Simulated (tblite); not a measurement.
A geometry optimisation, step by step.

C7H15FSi.
Bonds: C1–C2 (double), C2–C3, C3–Si4, Si4–F5, Si4–C6, C6–C7, Si4–C8, C8–C9. Hydrogens: H10, H11 on C1; H12 on C2; H13, H14 on C3; H15, H16 on C6; H17, H18, H19 on C7; H20, H21 on C8; H22, H23, H24 on C9.

Computed with GFN2-xTB (tblite), gas phase: L-BFGS steps from a force-field or distance-geometry start until the largest atomic force falls under 0.01 eV/Å. 7 of its 186 geometries are shown.

Step 0: E = -791.3263 eV, largest atomic force 2.233 eV/Å
```
atom  x, y, z in Å  |  force x, y, z in eV/Å
C1      2.935   -1.384   -0.925   -1.285   1.534   0.017
C2      2.116   -0.302   -0.966    1.306  -1.695   0.638
C3      1.690    0.394    0.283    1.620   1.070   0.133
Si4    -0.151    0.430    0.505   -0.250   0.779   1.521
F5     -0.447    1.557    1.762    0.423  -1.103  -0.710
C6     -0.882   -1.173    1.099   -0.801   0.146   1.556
C7     -1.480   -2.016   -0.001   -0.482  -1.900   0.466
C8     -1.047    1.110   -0.974   -0.674  -0.173  -0.659
C9     -1.397    2.558   -0.698   -0.876   1.336   0.984
H10     3.213   -1.859   -1.848    0.177  -0.205   0.121
H11     3.288   -1.781    0.030   -0.123   0.166  -0.636
H12     1.745    0.098   -1.903    0.143  -0.124   0.179
H13     2.031    1.464    0.187   -0.242  -0.782   0.142
H14     2.219   -0.004    1.183   -0.390   0.143  -0.749
H15    -0.180   -1.728    1.756   -0.435   0.106  -0.602
H16    -1.739   -0.887    1.788    0.849  -0.245  -0.590
H17    -0.733   -2.700   -0.464   -0.385   0.787   0.050
H18    -2.190   -2.717    0.537    0.372   0.646  -0.999
H19    -2.010   -1.425   -0.766    0.322  -0.545   0.510
H20    -2.019    0.583   -1.117    0.797   0.163  -0.105
H21    -0.448    0.982   -1.892   -0.469   0.162   0.297
H22    -1.239    2.833    0.386   -0.306  -0.252  -1.274
H23    -0.793    3.286   -1.248   -0.351  -0.293  -0.165
H24    -2.494    2.701   -0.874    1.060   0.277  -0.125
```

Step 31: E = -792.0471 eV, largest atomic force 0.268 eV/Å
```
atom  x, y, z in Å  |  force x, y, z in eV/Å
C1      2.910   -1.450   -0.933    0.060  -0.066   0.010
C2      2.162   -0.368   -0.953   -0.109   0.147   0.042
C3      1.731    0.388    0.252   -0.168   0.150   0.146
Si4    -0.159    0.458    0.558   -0.094   0.061  -0.118
F5     -0.317    1.446    1.860    0.041  -0.092  -0.127
C6     -0.955   -1.184    1.125    0.133   0.151   0.131
C7     -1.403   -2.158    0.038    0.035  -0.019   0.081
C8     -1.168    1.240   -0.870   -0.008  -0.127   0.002
C9     -1.449    2.742   -0.746   -0.007  -0.052   0.064
H10     3.259   -1.904   -1.839   -0.024  -0.222  -0.101
H11     3.213   -1.899   -0.007    0.150  -0.078   0.110
H12     1.844    0.041   -1.899   -0.017   0.125  -0.098
H13     2.085    1.416    0.137   -0.049   0.021   0.038
H14     2.212   -0.011    1.147    0.019  -0.052  -0.074
H15    -0.246   -1.688    1.781    0.016  -0.115   0.041
H16    -1.811   -0.926    1.758    0.026  -0.076  -0.113
H17    -0.569   -2.487   -0.581   -0.003   0.116   0.072
H18    -1.845   -3.042    0.498   -0.009   0.033  -0.057
H19    -2.147   -1.698   -0.605   -0.016  -0.013  -0.044
H20    -2.120    0.703   -0.909    0.026   0.112  -0.039
H21    -0.673    1.045   -1.826   -0.108   0.019   0.076
H22    -1.570    3.033    0.295   -0.013  -0.033  -0.063
H23    -0.627    3.318   -1.166   -0.024   0.009   0.048
H24    -2.366    3.005   -1.275    0.142   0.000  -0.027
```

Step 62: E = -792.1468 eV, largest atomic force 0.083 eV/Å
```
atom  x, y, z in Å  |  force x, y, z in eV/Å
C1      2.727   -1.474   -0.920   -0.035  -0.017   0.041
C2      2.025   -0.356   -0.963    0.015   0.004  -0.016
C3      1.640    0.453    0.226    0.002  -0.001   0.000
Si4    -0.239    0.467    0.583   -0.027   0.016  -0.020
F5     -0.369    1.496    1.846   -0.036  -0.035   0.056
C6     -0.886   -1.224    1.168    0.002   0.001  -0.052
C7     -1.206   -2.178    0.017    0.036   0.003   0.042
C8     -1.274    1.231   -0.828    0.001   0.022  -0.033
C9     -1.329    2.757   -0.755   -0.008   0.039   0.006
H10     2.988   -2.041   -1.798   -0.049   0.060  -0.030
H11     3.073   -1.881    0.015    0.027  -0.008   0.056
H12     1.682    0.034   -1.912    0.009  -0.010  -0.047
H13     1.959    1.486    0.075    0.005   0.009  -0.035
H14     2.162    0.085    1.109    0.020  -0.024   0.009
H15    -0.144   -1.700    1.813   -0.042   0.043   0.002
H16    -1.781   -1.081    1.777    0.026  -0.008  -0.032
H17    -0.309   -2.384   -0.563   -0.009   0.010  -0.002
H18    -1.586   -3.121    0.405   -0.024  -0.010  -0.040
H19    -1.952   -1.751   -0.651    0.018  -0.029   0.051
H20    -2.297    0.850   -0.812    0.016  -0.020   0.055
H21    -0.862    0.934   -1.793    0.022   0.004  -0.015
H22    -1.820    3.064    0.165    0.049   0.025  -0.027
H23    -0.327    3.183   -0.764   -0.045  -0.016  -0.004
H24    -1.885    3.172   -1.596    0.028  -0.056   0.033
```

Step 92: E = -792.1635 eV, largest atomic force 0.053 eV/Å
```
atom  x, y, z in Å  |  force x, y, z in eV/Å
C1      2.612   -1.482   -0.887    0.025  -0.022  -0.020
C2      1.966   -0.333   -0.956    0.001  -0.009   0.011
C3      1.624    0.515    0.219   -0.012   0.012   0.009
Si4    -0.247    0.468    0.615   -0.028  -0.037   0.021
F5     -0.417    1.422    1.932   -0.009  -0.003  -0.011
C6     -0.889   -1.244    1.143    0.002  -0.019  -0.005
C7     -1.110   -2.220   -0.012   -0.010   0.016  -0.003
C8     -1.282    1.243   -0.786   -0.008  -0.017   0.018
C9     -1.257    2.771   -0.774    0.015   0.009  -0.006
H10     2.819   -2.076   -1.760    0.010  -0.004  -0.010
H11     2.968   -1.876    0.051   -0.016   0.008   0.000
H12     1.620    0.038   -1.913    0.018  -0.008   0.007
H13     1.906    1.549    0.017    0.006   0.008  -0.013
H14     2.194    0.189    1.090   -0.022  -0.016  -0.002
H15    -0.189   -1.695    1.848    0.008   0.022   0.013
H16    -1.828   -1.115    1.685    0.023  -0.019  -0.013
H17    -0.189   -2.364   -0.573   -0.014  -0.003   0.018
H18    -1.442   -3.189    0.359    0.021   0.048  -0.005
H19    -1.869   -1.842   -0.694    0.021   0.002  -0.003
H20    -2.319    0.915   -0.704   -0.009  -0.001  -0.007
H21    -0.924    0.886   -1.753   -0.011   0.011   0.014
H22    -1.677    3.143    0.156    0.026   0.019  -0.009
H23    -0.240    3.147   -0.863   -0.022  -0.020   0.002
H24    -1.841    3.168   -1.601   -0.016   0.022  -0.006
```

Step 123: E = -792.1740 eV, largest atomic force 0.028 eV/Å
```
atom  x, y, z in Å  |  force x, y, z in eV/Å
C1      2.560   -1.495   -0.862    0.017   0.017   0.012
C2      1.940   -0.332   -0.948    0.005  -0.004  -0.010
C3      1.577    0.519    0.219    0.001  -0.004  -0.005
Si4    -0.294    0.471    0.618    0.011  -0.011   0.002
F5     -0.460    1.402    1.952    0.002  -0.002   0.001
C6     -0.882   -1.265    1.126   -0.002   0.000   0.003
C7     -1.004   -2.244   -0.039   -0.001   0.001  -0.006
C8     -1.366    1.277   -0.736   -0.007  -0.009   0.010
C9     -1.202    2.795   -0.810   -0.018  -0.006  -0.002
H10     2.793   -2.093   -1.726   -0.008   0.017  -0.012
H11     2.868   -1.895    0.090    0.007  -0.022   0.015
H12     1.641    0.052   -1.914   -0.010  -0.001  -0.019
H13     1.867    1.552    0.017   -0.002  -0.003   0.011
H14     2.132    0.189    1.098   -0.004   0.015   0.006
H15    -0.190   -1.678    1.862    0.007  -0.001  -0.007
H16    -1.848   -1.192    1.628   -0.010   0.022   0.001
H17    -0.047   -2.363   -0.540   -0.006  -0.002   0.002
H18    -1.333   -3.221    0.311    0.000   0.010  -0.002
H19    -1.727   -1.882   -0.767   -0.001  -0.010  -0.007
H20    -2.417    1.049   -0.546   -0.003   0.014   0.005
H21    -1.133    0.846   -1.711    0.006   0.004   0.016
H22    -1.430    3.249    0.151    0.004  -0.014   0.004
H23    -0.183    3.065   -1.077   -0.001  -0.018  -0.006
H24    -1.874    3.216   -1.554    0.013   0.007  -0.012
```

Step 154: E = -792.1776 eV, largest atomic force 0.015 eV/Å
```
atom  x, y, z in Å  |  force x, y, z in eV/Å
C1      2.590   -1.449   -0.869   -0.012   0.000   0.001
C2      1.939   -0.302   -0.945    0.011  -0.002  -0.006
C3      1.560    0.536    0.227   -0.002  -0.009  -0.007
Si4    -0.306    0.455    0.640   -0.003  -0.006   0.011
F5     -0.461    1.367    1.989   -0.001  -0.003   0.002
C6     -0.906   -1.284    1.120   -0.005   0.005  -0.001
C7     -1.003   -2.254   -0.055    0.002   0.007   0.007
C8     -1.413    1.271   -0.679    0.003  -0.001   0.010
C9     -1.142    2.765   -0.851   -0.006  -0.006  -0.005
H10     2.834   -2.029   -1.743   -0.003   0.004   0.008
H11     2.904   -1.858    0.078    0.011   0.007  -0.007
H12     1.631    0.080   -1.909   -0.007   0.003   0.003
H13     1.825    1.575    0.028    0.001  -0.001   0.008
H14     2.126    0.219    1.104   -0.005  -0.005   0.000
H15    -0.240   -1.707    1.874   -0.007   0.008  -0.011
H16    -1.887   -1.202    1.592    0.005  -0.007   0.012
H17    -0.028   -2.396   -0.513    0.002   0.000  -0.008
H18    -1.372   -3.223    0.275    0.006  -0.006   0.008
H19    -1.684   -1.873   -0.811   -0.005  -0.002  -0.008
H20    -2.460    1.138   -0.397   -0.002   0.001  -0.003
H21    -1.290    0.773   -1.641    0.009   0.003  -0.002
H22    -1.270    3.282    0.097    0.011   0.002  -0.005
H23    -0.127    2.937   -1.199   -0.004   0.001   0.001
H24    -1.829    3.199   -1.574    0.001   0.006  -0.007
```

Step 185: E = -792.1807 eV, largest atomic force 0.010 eV/Å
```
atom  x, y, z in Å  |  force x, y, z in eV/Å
C1      2.630   -1.369   -0.902   -0.003  -0.004  -0.003
C2      1.897   -0.271   -0.930   -0.003   0.008   0.005
C3      1.520    0.524    0.272   -0.002   0.004   0.003
Si4    -0.346    0.442    0.679    0.002   0.004  -0.004
F5     -0.507    1.337    2.039    0.000  -0.003  -0.001
C6     -0.935   -1.308    1.130   -0.004  -0.001   0.003
C7     -1.015   -2.263   -0.059   -0.002   0.000   0.001
C8     -1.440    1.278   -0.638   -0.002  -0.002   0.001
C9     -1.055    2.730   -0.918   -0.002  -0.009  -0.002
H10     2.871   -1.920   -1.796    0.000  -0.002  -0.004
H11     3.023   -1.764    0.021   -0.002   0.004  -0.003
H12     1.515    0.101   -1.872    0.005   0.002   0.004
H13     1.787    1.570    0.109    0.006  -0.003   0.002
H14     2.090    0.176    1.135   -0.001   0.003  -0.004
H15    -0.264   -1.732    1.878    0.008  -0.002   0.001
H16    -1.916   -1.248    1.603   -0.008   0.000   0.001
H17    -0.043   -2.360   -0.537   -0.003   0.001   0.002
H18    -1.339   -3.251    0.264    0.001   0.000  -0.001
H19    -1.724   -1.898   -0.797    0.003  -0.001   0.001
H20    -2.479    1.250   -0.306   -0.005   0.000   0.000
H21    -1.402    0.716   -1.573    0.002  -0.003   0.000
H22    -1.087    3.314   -0.002    0.004  -0.004   0.003
H23    -0.050    2.790   -1.326    0.003   0.007  -0.003
H24    -1.741    3.177   -1.634    0.002   0.005  -0.003
```

Task: Summarise the path.

Result: The energy falls by 0.8544 eV from step 0 to step 185; nine tenths of that is first reached at step 38. It falls at every step. The largest force goes from 2.233 to 0.010 eV/Å. Among the bonds Si4–F5 changes most, from 1.713 to 1.636 Å; the atoms move by 0.603 Å rms after alignment.

The cost below is that of the whole relaxation. Hardware: Arm Neoverse N1, one thread, no GPU (shared host). Cost: 3.0 s wall.
